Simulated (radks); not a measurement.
Spin polarisation of the 5d1 shell in the hafnium ion Hf+. Start: [Xe] 4f14 5d(up 0.5, down 0.5) 6s2; electrons of 5d are moved from spin down to spin up, other shells keep equal spins. All-electron calculation, scalar-relativistic Kohn-Sham, PBE, spin-polarised, spherical densities, finite nucleus; Fermi nuclear charge, rms radius of each element as measured or else 0.836 A^(1/3) + 0.57 fm. Program: a radial shooting solver on a logarithmic mesh with Libxc functionals.

| moment (Bohr magnetons) | E - E(0) (eV) | e(5d up) (eV) | e(5d down) (eV) | 6s down minus up (eV) | 4f down minus up (eV) | 5p down minus up (eV) |
|---|---|---|---|---|---|---|
| 0 | 0.000 | -10.678 | -10.678 | 0.000 | 0.000 | 0.000 |
| 0.25 | -0.010 | -10.758 | -10.595 | 0.119 | 0.023 | 0.131 |
| 0.5 | -0.041 | -10.834 | -10.509 | 0.238 | 0.046 | 0.262 |
| 0.75 | -0.091 | -10.907 | -10.419 | 0.357 | 0.069 | 0.394 |
| 1 | -0.163 | -10.976 | -10.326 | 0.475 | 0.092 | 0.525 |

At moment 1 the spin-polarisation energy is -0.163 eV and the 5d exchange splitting 0.650 eV, that is 0.650 eV per Bohr magneton; E = -I m^2/4 would give I = 0.650 eV.
